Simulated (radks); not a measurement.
Excited configurations of Au27+: one electron is placed in a higher orbital outside [Kr] 4d10 4f5. The ground configuration is [Kr] 4d10 4f6. All-electron calculation, scalar-relativistic Kohn-Sham, LDA (Slater exchange, Perdew-Wang correlation), spin-polarised, spherical densities, point nucleus; open shells are filled with parallel spins first (spin-orbit coupling, left out, can overturn this in heavy ions). Program: a radial shooting solver on a logarithmic mesh with Libxc functionals. Excitation = E - E(ground); binding = E(ion) - E, where the ion is the core of charge +28; n* = 28/sqrt(2 binding) in atomic units. These energies are relativistic, and a one-electron ion of charge +28 with no core already has n* below n in this formula (scalar-relativistic equation, point nucleus: 5s 4.982, 5d 4.995, 5f 4.997, 6s 5.982, 6p 5.989, 6f 5.997, 7s 6.981, 7p 6.988, 7d 6.994). The quantum defect is therefore taken as that value minus n*, so that it holds no relativistic shift of the bare ion.

| outer orbital | excitation (eV) | binding (eV) | n* | quantum defect | eigenvalue (eV) | <r> (bohr) |
|---|---|---|---|---|---|---|
| 5s | 122.85 | 795.60 | 3.662 | 1.320 | -781.41 | 0.7356 |
| 5d | 291.32 | 627.13 | 4.124 | 0.871 | -614.88 | 0.8267 |
| 5f | 388.43 | 530.02 | 4.486 | 0.511 | -518.30 | 0.8698 |
| 6s | 431.91 | 486.54 | 4.682 | 1.299 | -478.94 | 1.189 |
| 6f | 565.00 | 353.45 | 5.494 | 0.503 | -346.96 | 1.413 |
| 7s | 588.74 | 329.72 | 5.688 | 1.293 | -324.75 | 1.746 |
| 7p | 609.84 | 308.61 | 5.879 | 1.109 | -303.92 | 1.832 |
| 7d | 636.92 | 281.53 | 6.155 | 0.838 | -277.09 | 1.942 |

Estimate the row for 6p.

Answer. excitation (eV) 469.00; binding (eV) 449.46; n* 4.872; quantum defect 1.117; eigenvalue (eV) -442.31; <r> (bohr) 1.254. The Delta-SCF ionisation energy is 918.45 eV (NIST Atomic Spectra Database: 930 eV, theoretical). Self-interaction in the functional shifts the binding energies and quantum defects, so they are the method's values and not measured ones. Open shells are spherical and high-spin; term and fine-structure splittings are not resolved. Spin-orbit splitting is averaged out at the scalar-relativistic level.
